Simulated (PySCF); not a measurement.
Coordinates in bohr (charge 0 multiplicity 6):
```
Fe    2.2149    0.0000    0.0000
S     6.0799    0.0000    0.0000
I    -2.5080    0.0000    0.0000
```

These are results of PySCF, UPBE0, basis Fe def2-SVP, S def2-SVP, I def2-SVP with ECP28 (scalar-relativistic core potentials, no spin–orbit coupling, density fitting), not measurements.

This geometry of FeSI is a stationary point at this level.

**Question.** What is the point group?

**Answer.** C∞v.

**Question.** Is it a minimum?

**Answer.** Yes: all harmonic wavenumbers are real, though the softest, 44 cm⁻¹, leaves little margin.

**Question.** Which band is strongest in the infrared?

**Answer.** 534 cm⁻¹ (σ+), 38 km/mol.

**Question.** What are the dipole moment and the gap between the highest occupied and lowest empty levels of either spin?

**Answer.** 0.21 D and 3.61 eV.

**Question.** What is the atomisation energy, with and without zero-point energy?

**Answer.** 611 kJ/mol without, 606 kJ/mol with.

This need not be the most stable arrangement of these atoms. With open d or f shells other occupations or spin states may lie lower. No spin–orbit coupling is included, which matters more the heavier the element.
